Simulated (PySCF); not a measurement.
# Nonlinear optical response: 1-chloro-3-pentanone (CCC(=O)CCCl, C5H9ClO)

Molfile (atoms numbered from 1):
```
C5H9ClO
     RDKit          3D

 16 15  0  0  0  0  0  0  0  0999 V2000
   -2.1809    0.0200   -0.2869 C   0  0  0  0  0  0  0  0  0  0  0  0
   -0.8816   -0.4997    0.2933 C   0  0  0  0  0  0  0  0  0  0  0  0
    0.3478    0.1451   -0.3067 C   0  0  0  0  0  0  0  0  0  0  0  0
    0.2752    0.9937   -1.1647 O   0  0  0  0  0  0  0  0  0  0  0  0
    1.6877   -0.3253    0.2214 C   0  0  0  0  0  0  0  0  0  0  0  0
    2.8452    0.3805   -0.4460 C   0  0  0  0  0  0  0  0  0  0  0  0
    4.4059   -0.2022    0.2009 Cl  0  0  0  0  0  0  0  0  0  0  0  0
   -2.2230   -0.1523   -1.3719 H   0  0  0  0  0  0  0  0  0  0  0  0
   -2.2748    1.1041   -0.1305 H   0  0  0  0  0  0  0  0  0  0  0  0
   -3.0461   -0.4744    0.1774 H   0  0  0  0  0  0  0  0  0  0  0  0
   -0.7836   -1.5921    0.1582 H   0  0  0  0  0  0  0  0  0  0  0  0
   -0.8354   -0.3492    1.3871 H   0  0  0  0  0  0  0  0  0  0  0  0
    1.7663   -1.4170    0.0803 H   0  0  0  0  0  0  0  0  0  0  0  0
    1.7175   -0.1709    1.3137 H   0  0  0  0  0  0  0  0  0  0  0  0
    2.8467    0.2067   -1.5295 H   0  0  0  0  0  0  0  0  0  0  0  0
    2.7991    1.4646   -0.2821 H   0  0  0  0  0  0  0  0  0  0  0  0
  1  2  1  0
  2  3  1  0
  3  4  2  0
  3  5  1  0
  5  6  1  0
  6  7  1  0
  1  8  1  0
  1  9  1  0
  1 10  1  0
  2 11  1  0
  2 12  1  0
  5 13  1  0
  5 14  1  0
  6 15  1  0
  6 16  1  0
M  END
```

Method used: quadratic response CAM-B3LYP/aug-cc-pVDZ first hyperpolarisability, Taylor convention, gas phase in PySCF 2.14.0. Geometry: PBE0-D3(BJ)/def2-SVP.

Task: Give β for the processes computed.

Result: In au, Taylor convention; the vector part is βᵢ = ⅓ Σⱼ (βᵢⱼⱼ + βⱼᵢⱼ + βⱼⱼᵢ); β∥ is 3/5 of the vector part along the dipole, the dipole points from − to +:
| process | λ (nm) | β vector norm | β∥ | β HRS | depolarisation ratio |
| --- | --- | --- | --- | --- | --- |
| static β(0;0,0) | ∞ | 72.6 | -20.5 | 30.1 | 4.99 |
| second harmonic β(−2ω;ω,ω) | 1907 | 74.8 | -20.7 | 31.1 | 4.93 |
| Pockels β(−ω;ω,0) | 1907 | 73.3 | -20.6 | – | – |
| second harmonic β(−2ω;ω,ω) | 1064 | 80.2 | -21.1 | 33.5 | 4.80 |
| Pockels β(−ω;ω,0) | 1064 | 75.0 | -20.7 | – | – |

Task: Which lowest excitations, dipole and polarisabilities go with it?

Result: S1 4.55 eV (f = 0.000); S2 6.46 eV (f = 0.009); S3 7.32 eV (f = 0.001); dipole 2.77 D; isotropic α 78.8 au static, 79.0 au at 1907 nm, 79.3 au at 1064 nm, 79.5 au at 953.5 nm, 81.0 au at 532 nm.
